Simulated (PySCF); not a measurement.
MoO3, SMILES [O]=[Mo](=[O])=[O], multiplicity 1. Geometry: PBE0-D3(BJ)/def2-TZVP. The spin state was assumed, not searched. The isomer is the one that the SMILES or the coordinates give; other isomers of the formula were not compared. The def2 effective core potentials stand for the cores of Mo; spin–orbit coupling is left out.

The numbers are results of PBE0-D3(BJ)/def2-TZVP (PySCF 2.14.0), not measurements.

Harmonic wavenumbers (cm⁻¹): 259, 346, 346, 1002, 1002, 1046. Rotational constants (GHz): 7.112, 7.112, 4.095; symmetry number 3.

### Question
Work out the zero-point energy and the ideal-gas rigid-rotor harmonic-oscillator thermochemistry at 298.15 K and 1 atm.

### Answer
ZPE = ½ Σ hcν = ½ × 4001 cm⁻¹ = 5.72 kcal/mol. H − E(el) = 8.91 kcal/mol. Entropy in cal/(mol K): translation 40.80, rotation 22.67, vibration 4.30, total 67.78. G − E(el) = -11.30 kcal/mol. Cp = 13.94 cal/(mol K).
